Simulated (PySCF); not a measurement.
C2H5NO2Si, SMILES O=C/N=C/O[SiH3]. Atoms are numbered in the order given.

```xyz
11

O     -2.6150     1.0417     0.7631
C     -1.7687     0.3232     1.2435
N     -0.5477    -0.0116     0.6438
C     -0.4937    -0.0071    -0.6376
O      0.6417    -0.2222    -1.2720
Si     2.0738    -0.4811    -0.3301
H     -1.8719    -0.1272     2.2587
H     -1.3603     0.1508    -1.3029
H      2.3626     0.7126     0.5030
H      1.9282    -1.7192     0.4754
H      3.1042    -0.6530    -1.3850
```

Coordinates come from a r2SCAN-D4/def2-SVP optimisation. The structure was generated by enumeration; whether it is a known compound was not checked. The values are those of a single conformer.

Two levels are set side by side: PBE/pcSseg-1 (PySCF) and HF/pcSseg-1 (PySCF). GIAO shifts against H2O (¹⁷O), NH3 (¹⁵N), TMS (²⁹Si), TMS (¹H), TMS (¹³C) at the same level; non-relativistic, no solvent, atoms listed together averaged. Differences are taken from unrounded values.

| quantity | PBE |
|---|---|
| δ(¹⁷O) of O1 (ppm) | 564.6 |
| δ(¹³C) of C2 (ppm) | 175.9 |
| δ(¹⁵N) of N3 (ppm) | 314.6 |
| δ(¹³C) of C4 (ppm) | 168.5 |
| δ(¹⁷O) of O5 (ppm) | 187.9 |
| δ(²⁹Si) of Si6 (ppm) | -30.6 |
| δ(¹H) of H7 (ppm) | 9.40 |
| δ(¹H) of H8 (ppm) | 8.56 |

Question: These are the PBE values. What does HF give? (An estimate is asked for; the answer gives what the named calculation found.)

Answer: 
```csv
quantity,HF,PBE minus HF
δ(¹⁷O) of O1 (ppm),536.1,28.6
δ(¹³C) of C2 (ppm),182.3,-6.4
δ(¹⁵N) of N3 (ppm),284.3,30.2
δ(¹³C) of C4 (ppm),179.7,-11.3
δ(¹⁷O) of O5 (ppm),134.2,53.6
δ(²⁹Si) of Si6 (ppm),-33.4,2.8
δ(¹H) of H7 (ppm),8.99,0.40
δ(¹H) of H8 (ppm),8.76,-0.20
```

Rough cost on one machine, each run with all the roots and properties that it gave: HF against PBE within a factor of 2.
